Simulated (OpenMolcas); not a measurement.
Ag2+ with its 8 nearest fluoride ions at 2.487 Å, on the Ba site of BaF2 (a = 6.2001 Å, distance in the model lattice 2.685 Å). The rest of the host is ab initio model potentials to 7.6 Å and point charges beyond; the distance is set by hand and nothing relaxes. Ligand basis ANO-RCC-VDZP.
```
Ag    0.0000    0.0000    0.0000
F     1.4359    1.4359    1.4359
F     1.4359    1.4359   -1.4359
F     1.4359   -1.4359    1.4359
F     1.4359   -1.4359   -1.4359
F    -1.4359    1.4359    1.4359
F    -1.4359    1.4359   -1.4359
F    -1.4359   -1.4359    1.4359
F    -1.4359   -1.4359   -1.4359
```

```json
{
 "Program": "OpenMolcas 26.06",
 "Method": "CASSCF",
 "Basis": "ANO-RCC-VDZP [6s5p3d1f]",
 "Scalar Hamiltonian": "DKH2, point nucleus",
 "Active space": "9 electrons in 5 orbitals (4d)",
 "State averaging": "2S+1 = 2 even, 5 roots",
 "Spin-orbit coupling": "state interaction with AMFI integrals over the reference wave functions"
}
```

Task: What is the spin-free ground state (labels of O, the rotations of Oh)?

Result: 2T2, 3-fold in its orbital part, 100 % from free-ion D terms; it has the highest spin that d9 allows.

Task: Where is the first state of the same spin?

Result: 2E at 3420 cm-1 above the ground state.

Task: What are the lowest two levels with spin-orbit coupling?

Result: A 2-fold level Γ7 with g = 1.91, 1.91, 1.91, then a 4-fold level Γ8 1425 cm-1 above it. Their leading multiplicities are 2 (100 %) and 2 (100 %).

Task: What is χT at 300 K, and how does it compare with the textbook value?

Result: The lowest level has 2S+1 = 2, for which the spin-only value is χT = S(S+1) / 2 = 0.375 cm3 K/mol (g = 2). The computed 0.678 at 300 K differs by +0.303, through orbital momentum, spin-orbit coupling and any other state in reach. With a threefold ground state the orbital momentum is unquenched, so the spin-only value is not expected to hold.

Task: Which ligand-field parameters describe the states?

Result: The gap between the two states is 10Dq = -3422 cm-1 (negative for this site). 

An orbital triplet at a regular site is open to Jahn-Teller coupling, which can distort the site and quench the lowest spin-orbit gaps and is left out. With metal d orbitals alone the field can be off either way by tens of per cent. Ligand-to-metal charge-transfer states are missing. No measured value stands beside these numbers; the geometry was set by hand and not optimised.
